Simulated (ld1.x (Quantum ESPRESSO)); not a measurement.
**nickel (Ni) TM: all-electron and pseudo phase curves**

Ni, norm-conserving Troullier–Martins (Kleinman–Bylander form), made with ld1.x (Quantum ESPRESSO) 7.5 (PBE, scalar-relativistic). Core [Ne] 3s2, reference 3p6 3d9 4s1 4p0. Waves: 4s (bound): rc 2.30 bohr; 3p (bound): rc 1.10 bohr; 3d (bound): rc 0.80 bohr. Local part: the d channel. Core correction: a·sin(br)/r model core inside 0.50 bohr.

The phase is arctan(r·u′/u) with u = r·R(r), unwrapped; energies in Ry, scanned from -7 to 5 Ry. A pole is an energy at which the radial function vanishes at the test radius. The pseudo phase is shifted by a multiple of π to meet the all-electron one at the reference energy, and phase errors are pseudo minus all-electron; the curves can meet again beyond the range given. Levels narrower than the energy grid can be missing from the lists of poles.

Q: For each channel, where are the poles, and over which energies does the pseudopotential scatter like the atom?

A:

| channel | radius (bohr) | reference energy (Ry) | poles, all-electron | poles, pseudo | unbroken range about the reference energy with phases within 0.05 rad | phase error 1 Ry above the reference energy (rad) |
| --- | --- | --- | --- | --- | --- | --- |
| s | 2.49 | -0.33 | 1.71 | 0.73, 2.13 | below 0.4 | -0.128 |
| p | 2.49 | -4.89 | -4.87, 2.81 | -4.87, 2.78 | the whole range | -0.000 |
| d | 2.49 | -0.34 | -0.20, 4.74 | -0.20, 4.76 | the whole range | +0.001 |

Note: ghost state, extra bound levels that the all-electron valence spectrum of the same l lacks: s at -606.8 eV. A true bound ghost makes a file unfit for plane-wave use.

Phases in the p channel:

```json
{"E (Ry)": "-7.00", "all-electron": "1.413", "pseudo": "1.413"}
{"E (Ry)": "-6.74", "all-electron": "1.410", "pseudo": "1.410"}
{"E (Ry)": "-6.48", "all-electron": "1.406", "pseudo": "1.406"}
{"E (Ry)": "-6.22", "all-electron": "1.402", "pseudo": "1.402"}
{"E (Ry)": "-5.96", "all-electron": "1.398", "pseudo": "1.398"}
{"E (Ry)": "-5.70", "all-electron": "1.393", "pseudo": "1.393"}
{"E (Ry)": "-5.44", "all-electron": "1.386", "pseudo": "1.386"}
{"E (Ry)": "-5.18", "all-electron": "1.375", "pseudo": "1.375"}
{"E (Ry)": "-4.92", "all-electron": "1.238", "pseudo": "1.238"}
{"E (Ry)": "-4.66", "all-electron": "-1.748", "pseudo": "-1.748"}
{"E (Ry)": "-4.40", "all-electron": "-1.763", "pseudo": "-1.763"}
{"E (Ry)": "-4.14", "all-electron": "-1.772", "pseudo": "-1.772"}
{"E (Ry)": "-3.88", "all-electron": "-1.780", "pseudo": "-1.780"}
{"E (Ry)": "-3.62", "all-electron": "-1.789", "pseudo": "-1.789"}
{"E (Ry)": "-3.36", "all-electron": "-1.799", "pseudo": "-1.799"}
{"E (Ry)": "-3.10", "all-electron": "-1.810", "pseudo": "-1.810"}
{"E (Ry)": "-2.84", "all-electron": "-1.822", "pseudo": "-1.822"}
{"E (Ry)": "-2.58", "all-electron": "-1.836", "pseudo": "-1.836"}
{"E (Ry)": "-2.32", "all-electron": "-1.852", "pseudo": "-1.852"}
{"E (Ry)": "-2.06", "all-electron": "-1.871", "pseudo": "-1.871"}
{"E (Ry)": "-1.80", "all-electron": "-1.894", "pseudo": "-1.894"}
{"E (Ry)": "-1.54", "all-electron": "-1.922", "pseudo": "-1.923"}
{"E (Ry)": "-1.28", "all-electron": "-1.959", "pseudo": "-1.959"}
{"E (Ry)": "-1.02", "all-electron": "-2.006", "pseudo": "-2.007"}
{"E (Ry)": "-0.76", "all-electron": "-2.072", "pseudo": "-2.073"}
{"E (Ry)": "-0.50", "all-electron": "-2.169", "pseudo": "-2.170"}
{"E (Ry)": "-0.24", "all-electron": "-2.321", "pseudo": "-2.323"}
{"E (Ry)": "0.02", "all-electron": "-2.578", "pseudo": "-2.583"}
{"E (Ry)": "0.28", "all-electron": "-3.016", "pseudo": "-3.025"}
{"E (Ry)": "0.54", "all-electron": "-3.574", "pseudo": "-3.585"}
{"E (Ry)": "0.80", "all-electron": "-4.003", "pseudo": "-4.011"}
{"E (Ry)": "1.06", "all-electron": "-4.255", "pseudo": "-4.261"}
{"E (Ry)": "1.32", "all-electron": "-4.405", "pseudo": "-4.409"}
{"E (Ry)": "1.58", "all-electron": "-4.501", "pseudo": "-4.505"}
{"E (Ry)": "1.84", "all-electron": "-4.569", "pseudo": "-4.572"}
{"E (Ry)": "2.10", "all-electron": "-4.619", "pseudo": "-4.622"}
{"E (Ry)": "2.36", "all-electron": "-4.659", "pseudo": "-4.661"}
{"E (Ry)": "2.62", "all-electron": "-4.692", "pseudo": "-4.694"}
{"E (Ry)": "2.88", "all-electron": "-4.720", "pseudo": "-4.723"}
{"E (Ry)": "3.14", "all-electron": "-4.746", "pseudo": "-4.748"}
{"E (Ry)": "3.40", "all-electron": "-4.770", "pseudo": "-4.773"}
{"E (Ry)": "3.66", "all-electron": "-4.793", "pseudo": "-4.796"}
{"E (Ry)": "3.92", "all-electron": "-4.816", "pseudo": "-4.821"}
{"E (Ry)": "4.18", "all-electron": "-4.841", "pseudo": "-4.846"}
{"E (Ry)": "4.44", "all-electron": "-4.868", "pseudo": "-4.874"}
{"E (Ry)": "4.70", "all-electron": "-4.899", "pseudo": "-4.906"}
{"E (Ry)": "4.96", "all-electron": "-4.935", "pseudo": "-4.944"}
```
